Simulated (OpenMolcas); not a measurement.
# I⁶⁺: input and output

Input:

```
&GATEWAY
Coord
1

I 0.0 0.0 0.0
Basis=ANO-R3
Group=XYZ
NoMove
AngMom=0.0 0.0 0.0
AMFI
&SEWARD
&RASSCF
FileOrb=start.orb
Symmetry=1
Spin=2
nActEl=1 0 0
Inactive=14 9
Ras2=1 3
CIRoot=1 1 1
SDav=1
CIMx=300
Iter=120 100
PrWF=0.3
OrbListing=Nothing
MaxOrb=0
Atom
>>> COPY $Project.JobIph JOBPRE
&RASSCF
FileOrb=start.orb
Symmetry=1
Spin=2
nActEl=1 0 1
Inactive=14 9
Ras2=1 3
Ras3=5 0
CIRoot=1 1 1
SDav=6
CIMx=300
Iter=120 100
PrWF=0.3
OrbListing=Nothing
MaxOrb=0
Thrs=2.0e-7 1.0e-1 5.0e-4
Atom
>>> COPY $Project.JobIph JOB001
&RASSCF
FileOrb=start.orb
Symmetry=2
Spin=2
nActEl=1 0 1
Inactive=14 9
Ras2=1 3
Ras3=5 0
CIRoot=3 3 1
SDav=3
CIMx=300
Iter=120 100
PrWF=0.3
OrbListing=Nothing
MaxOrb=0
Thrs=2.0e-7 1.0e-1 5.0e-4
Atom
>>> COPY $Project.JobIph JOB002
&RASSI
NrOfJobIphs=2 1 3
1
1 2 3
IphNames
JOB001
JOB002
EJob
SpinOrbit
DIPRint=1.0
SOCoupling=1000.0
Subsets=2
MEES
Property=10
'ANGMOM' 1 'ANGMOM' 2 'ANGMOM' 3 'MLTPL  1' 1 'MLTPL  1' 2 'MLTPL  1' 3
'AMFI' 1 'AMFI' 2 'AMFI' 3 'MLTPL  2' 6
SOProperty=3
'ANGMOM' 1 'ANGMOM' 2 'ANGMOM' 3
```

Launched by
```bash
OMP_NUM_THREADS=1 MOLCAS_MEM=2252 MOLCAS_PROJECT=a pymolcas a.inp > a.log  # once for each step of the input, in one work folder
```

A driver script runs the steps one by one and writes start.orb anew before each from the orbitals found so far.

Output, cut to the results:

```
--- SEWARD ---
Basis set label: I.ANO-R...8S7P5D4F3G2H.

      Electronic valence basis set:
      ------------------
      Associated Effective Charge  53.000000 au
      Associated Actual Charge     53.000000 au
      Nuclear Model: Finite nucleus - Gaussian distribution
        Gaussian exponent, Xi/bohr**(-2):  1.84442E+08

      Shell  nPrim  nBasis  Cartesian Spherical Contaminant
         s      23       8        X
         p      18       7        X
         d      12       5                 X
         f       6       4                 X
         g       5       3                 X
         h       3       2                 X
                  Relativistic X2C integrals
                  Atomic mean-field integrals
--- RASSCF ---
Wave function specifications:
      -----------------------------

      Number of closed shell electrons          46
      Number of electrons in active shells       1
      Max number of holes in RAS1 space          0
      Max nr of electrons in RAS3 space          1
      Number of inactive orbitals               23
      Number of active orbitals                  9
      Number of secondary orbitals              99
      Spin quantum number                      0.5
      State symmetry                             1
Orbital specifications:
      -----------------------

      Symmetry species                           1   2
                                                ag  au
      Frozen orbitals                            0   0
      Inactive orbitals                         14   9
      Active orbitals                            6   3
      RAS1 orbitals                              0   0
      RAS2 orbitals                              1   3
      RAS3 orbitals                              5   0
      Secondary orbitals                        40  59
      Deleted orbitals                           0   0
      Number of basis functions                 60  71
      Number of CSFs                             6
      Number of root(s) required                 1
      Iter CI   SX   CI       RASSCF       Energy    max ROT     max BLB   max BLB  Level Ln srch  Step   QN
          iter iter root      energy       change     param      element    value   shift minimum  type update
 Nr of preliminary CI iterations:   1
 ###############################################################################
 ###############################################################################
 ###                                                                         ###
 ###                                                                         ###
 ###    WARNING: Problems in orbital optimization.                           ###
 ###                                                                         ###
 ###                                                                         ###
 ###############################################################################
 ###############################################################################
  Warning: In symmetry  1, orbital p=  16 has diagonal density matrix element D(p,p) close to zero. D(p,p)=  2.665908E-28
  Warning: In symmetry  1, orbital p=  17 has diagonal density matrix element D(p,p) close to zero. D(p,p)=  2.648815E-26
        ...
  Warning: In symmetry  2, orbital p=  10 has diagonal density matrix element D(p,p) close to zero. D(p,p)=  0.000000E+00
  Warning: In symmetry  2, orbital p=  11 has diagonal density matrix element D(p,p) close to zero. D(p,p)=  0.000000E+00
  Warning: In symmetry  2, orbital p=  12 has diagonal density matrix element D(p,p) close to zero. D(p,p)=  0.000000E+00
        4   1    1    1  -104.72330662    7.28E-12   0.00E+00   13  32 1 -2.19E-08   0.50   0.00    SX    NO
      Convergence after  4 iterations
        5   1    1    1  -104.72330662    0.00E+00   0.00E+00   13  32 1 -2.19E-08   0.50   0.00    SX    NO
      Natural orbitals and occupation numbers for root  1
      sym 1:   1.000000   0.000000   0.000000   0.000000   0.000000   0.000000
      sym 2:   0.000000   0.000000   0.000000
::    RASSCF root number  1 Total energy:  -7104.72330662
--- RASSCF ---
Wave function specifications:
      -----------------------------

      Number of closed shell electrons          46
      Number of electrons in active shells       1
      Max number of holes in RAS1 space          0
      Max nr of electrons in RAS3 space          1
      Number of inactive orbitals               23
...
--- RASSI ---
SPIN-FREE ENERGIES:
  (Shifted by EMIN (a.u.) =      -7104.7233066195)

 SF State       Relative EMIN(au)   Rel lowest level(eV)    D:o, cm**(-1)      L_eff

     1             0.0000000000        0.0000000000              0.0000         0.0
     2             0.5159913438       14.0408397564         113247.0100         1.0
     3             0.5159913438       14.0408397564         113247.0100         1.0
     4             0.5159913438       14.0408397564         113247.0100         1.0
     Dipole printing threshold changed to   1.00000000E+00

++ Dipole transition strengths (spin-free states):
   -----------------------------------------------
     for osc. strength at least  1.00000000E+00

  ( Max oscillator strength is only   0.36609007631727630      )
--
Eigenvalues of complex Hamiltonian:
   -----------------------------------
  (Shifted by EMIN (a.u.) =      -7104.7233066195)

 SO State       Relative EMIN(au)   Rel lowest level(eV)    D:o, cm**(-1)     J-value

     1             0.0000000000        0.0000000000              0.0000         0.4
     2             0.0000000000        0.0000000000              0.0000         0.4
     3             0.4780161114       13.0074810396         104912.4098         0.4
     4             0.4780161114       13.0074810396         104912.4098         0.4
     5             0.5349789600       14.5575191148         117414.3100         1.4
     6             0.5349789600       14.5575191148         117414.3100         1.4
     7             0.5349789600       14.5575191148         117414.3100         0.8
     8             0.5349789600       14.5575191148         117414.3100         0.8
Weights of the five most important spin-orbit-free states for each spin-orbit state.

 SO State  Total energy (au)           Spin-free states, spin, and weights
 -------------------------------------------------------------------------------------------------------
...
```

The J values that RASSI prints are effective ones from its own formula and need not be integers or half-integers; the table below assigns J from the states.

Levels above the lowest, from the spin-orbit matrix, grouped by J:

```tsv
Configuration	Term	J	E (cm⁻¹)	Measured (cm⁻¹)	g	Term weight %
5s	²S	1/2	0.0	0.0	2.002	100
5p	²P°	1/2	104912	104960	0.666	100
5p	²P°	3/2	117414	119960	1.334	100
```

Against the 2 measured excited levels shown (Moore, Atomic Energy Levels, vol. III, NSRDS-NBS 35 (1971 reprint of NBS Circular 467, 1958)) the mean absolute deviation is 1300 cm-1; the largest miss in energy is 5p ²P°_3/2: computed 117414, measured 119960 cm⁻¹ (-2.1 %).

With one active electron outside closed inactive shells, the extra shells (5d) add no correlation to the reference. With one active electron the reference holds no correlation, so core polarisation is missing. Computed and measured levels are paired by configuration, term and J; levels that our copy of the source lacks, or whose pairing is in doubt (as where it misses far off the trend of its configuration), stay unpaired and out of the deviations. Levels of configurations outside the active space are missing. The first state left out of the spin-orbit step lies near 280000 cm-1 above the lowest spin-free state of the reference (among the parities and spins computed), and the list stops at four fifths of that energy or lower.

The term weight is that of the spin-free term in the level, not the purity of its configuration. ° marks odd parity.
